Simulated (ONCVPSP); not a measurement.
calcium (Ca), ONCV: configuration errors across variants

| Item | Value |
| --- | --- |
| Element | calcium (Ca) |
| Generator | ONCVPSP 4.0.1 |
| Type | optimised norm-conserving Vanderbilt (ONCV) |
| Functional | PBE |
| Relativity | fully relativistic |
| Frozen core | [Ne] |
| Valence charge | 10 |
| Reference configuration | 3s2 3p6 4s1.5 4p0.5 |
| Partial waves | 3s+4s: rc 1.75 bohr, ncon 3, nbas 7, qcut 5.6 1/bohr, 2 projectors; 3p+4p: rc 1.85 bohr, ncon 3, nbas 6, qcut 7 1/bohr, 2 projectors; d scattering state at 0.02 Ha: rc 1.55 bohr, ncon 3, nbas 6, qcut 5.5 1/bohr, 2 projectors, debl 2.8 Ha |
| Local potential | polynomial inside 1.05 bohr (lpopt 5, dvloc0 0 Ha) |
| Core correction | Teter function, fcfact 5, rcfact 1.2 |

Open shells are filled in proportion to 2j + 1.

In the d channel the program set the typed energies aside and used 0.050, 2.850 Ha (j = l + 1/2; the other j can differ).

All-electron excitation energies from the reference (eV): (1) 3s2 3p6 4s2 4p0 -1.196; (2) 3s2 3p6 4s1 4p0 5.113; (3) 3s2 3p6 4s0 4p0 16.933; (4) 3s2 3p6 4s0 4p1 8.161.

Errors AE − PS in meV (a dash: test not solved or not reliable):

```csv
change,(1),(2),(3),(4),bound ghosts,GHOST(+) flags above zero
base,-0.1,0.0,-1.2,-0.8,none,none
"local potential polynomial inside 1.05 bohr (lpopt 5, dvloc0 1.5 Ha)",-0.1,0.0,-1.2,-0.8,none,none
"core correction Teter function fitted to the true core (icmod 2), fcfact 0.7",-0.1,0.0,-1.3,-0.8,none,none
"core correction Teter function, fcfact 5, rcfact 1.76",-0.1,0.0,-1.4,-0.9,none,none
"local potential polynomial inside 1.00 bohr (lpopt 5, dvloc0 -1 Ha)",-0.1,0.0,-1.2,-0.8,none,s
"core correction Teter function, fcfact 5.6, rcfact 1.2",-0.1,0.0,-1.2,-0.8,none,none
```

(1) Give the same row for: s: qcut 5.9; p: qcut 7.3; d: qcut 5.8.

Answers

(1) -0.1, 0.0, -1.1, -0.7; bound ghosts: none; GHOST(+) flags above zero: none.
